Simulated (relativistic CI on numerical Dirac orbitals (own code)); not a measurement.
**Ni⁴⁺ in a cubic cluster: 2p photoemission with charge transfer**

Computed with a charge-transfer multiplet model of a cubic metal-ligand cluster with up to 2 ligand holes, Slater and spin-orbit integrals from Dirac-Coulomb-Breit ions, Slater integrals scaled by 0.8. The ground state mixes d6 with configurations of k ligand holes L, whose averages lie at kΔ + k(k − 1)U_dd/2; a core hole lowers each added d electron by U_cd. 20 K, Lorentzian 0.6 eV and Gaussian 0.8 eV FWHM.

Atomic integrals in eV (Slater integrals scaled, ζ unscaled), ground: F2dd 11.354, F4dd 7.124, zeta_d 0.099; with the core hole: F2dd 12.648, F4dd 7.972, zeta_d 0.136, zeta_core 11.396, F2cd 7.730, G1cd 6.056, G3cd 3.449.

Cluster parameters (eV): Δ = 2.2, U_cd = 8.8, 10Dq = 0.3, 10Dq(ligand) = 1.6, V(eg) = 3.55, V(t2g) = -1.84, final-state hopping factor = 1.

```
         Case   n_d    d6   d7L  d8L2     S
U_dd = 6.9 eV  6.51  0.54  0.41  0.05  2.00
U_dd = 7.6 eV  6.50  0.54  0.41  0.05  2.00
U_dd = 9.7 eV  6.48  0.56  0.41  0.04  2.00
```

Weights, n_d and S are thermal averages at 20 K. Binding energies count from the first peak over 30 % of the highest in each spectrum, which can be another peak from case to case. The parameters are a model scan and need not match a compound or its usual spin state. Peaks in eV (height, largest 100):
- U_dd = 6.9 eV: 0.0 (100), 1.5 (70), 3.1 (40), 5.0 (23), 8.2 (11), 10.2 (21), 12.0 (20), 15.9 (12), 19.5 (58), 30.2 (17), 32.6 (7)
- U_dd = 7.6 eV: 0.0 (100), 1.5 (69), 3.1 (39), 5.1 (22), 8.2 (11), 10.3 (20), 12.1 (18), 16.2 (11), 19.5 (58), 30.4 (17), 32.7 (6)
- U_dd = 9.7 eV: 0.0 (100), 1.6 (68), 5.2 (22), 8.2 (11), 10.9 (19), 12.2 (16), 19.5 (57), 30.9 (15)

Curve for U_dd = 6.9 eV (points under 2 left out, the grid thinned):

(E (eV), Intensity): (-3.3, 2.1), (-2.4, 3.7), (-1.5, 9.1), (-0.6, 51.0), (0.3, 88.6), (1.2, 63.9), (2.1, 50.3), (3.0, 39.4), (3.8, 34.0), (4.7, 22.7), (5.6, 20.5), (6.5, 13.4), (7.4, 10.5), (8.3, 11.3), (9.2, 11.9), (10.1, 20.9), (11.0, 16.7), (11.9, 19.6), (12.8, 15.8), (13.7, 12.1), (14.6, 11.1), (15.5, 11.2), (16.3, 11.2), (17.2, 10.4), (18.1, 16.6), (19.0, 47.8), (19.9, 54.3), (20.8, 46.7), (21.7, 19.5), (22.6, 9.3), (23.5, 6.0), (24.4, 5.0), (25.3, 3.9), (26.2, 2.9), (27.1, 2.6), (28.0, 3.3), (28.9, 7.6), (29.7, 14.7), (30.6, 15.1), (31.5, 7.6), (32.4, 6.7), (33.3, 5.2), (34.2, 3.2), (35.1, 2.3), (36.0, 2.0)

For the case U_dd = 7.6 eV, Δ = 2.2 eV is smaller than U_dd = 7.6 eV, the charge-transfer side of the Zaanen-Sawatzky-Allen scheme. With the core hole the average of the configuration with one ligand hole lies at Δ − U_cd = -6.6 eV before mixing: the effective hopping of about 5.2 eV (from the holes of the mixed ground state) is comparable with this gap or larger, so the configurations mix strongly.
